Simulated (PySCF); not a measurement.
What settings do to a single point of [Yb(NH3)2]3+

The sound run of [Yb(NH3)2]3+ (singlet in the valence; each metal's 4f electrons, 13 of them, lie in its core potential, out of spins and levels) uses PySCF 2.14.0, RKS r2SCAN, Yb lcecp-1-SVP with ECP59, N def2-SVP, H def2-SVP; non-relativistic Hamiltonian with scalar-relativistic core potentials where named; density fitting; no spin-orbit coupling, grid (50, 194), threshold 1e-8 Eh and 55 cycles, at the relaxed geometry:

```xyz
9

Yb   -0.0609    1.1594   -0.0001
N     0.0085   -0.1781    1.8775
H     0.8419   -0.0497    2.4943
H    -0.7801   -0.0490    2.5503
H     0.0029   -1.2101    1.7268
N     0.0103   -0.1767   -1.8782
H     0.8357   -0.8087   -1.9704
H    -0.7886   -0.8354   -2.0117
H     0.0247    0.3354   -2.7884
```

There Yb1 has a Mulliken charge of 2.07 e and the dipole about the centre of mass is 4.10 D. Each run below changes one thing and starts from free metal ions and neutral atoms unless it says otherwise; with 55 cycles, smearing, a level shift and second-order steps follow where DIIS fails, and their cycles count. Energy shifts count from the sound run. On f atoms grids over 110 angular points are at least (60, 302).

```
                                change    outcome  cycles  energy shift (eV)  largest force component (eV/Å)  charge on Yb1 (e)  dipole about the centre of mass (D)
                         grid (15, 26)  converged      10              -0.47                            3.50               2.09                                 3.92
                all coordinates × 0.94  converged      10               0.77                            3.02               2.01                                 4.02
H8 put 0.8 Å from Yb1, limit 99 cycles  converged      14              35.75                           82.24               2.02                                 4.07
                      threshold 0.0001  converged       7             0.0008                            0.05               2.07                                 4.09
```

Q: How does the run with this change end: start from a density of up to 30 smeared cycles (not counted)?

A: outcome converged, cycles 6, energy shift (eV) 0.0000, largest force component (eV/Å) 0.01, charge on Yb1 (e) 2.07, dipole about the centre of mass (D) 4.10.

Unsound on purpose, so not properties of the compound: grid (15, 26); H8 put 0.8 Å from Yb1, limit 99 cycles.

Forces carry noise of the integration grid, about 0.01 to 0.03 eV/Å.

No frequency check is given that shows the relaxed geometry to be a minimum. An lcecp potential fixes the number of 4f electrons, so in runs with it no electron can move into or out of that shell.
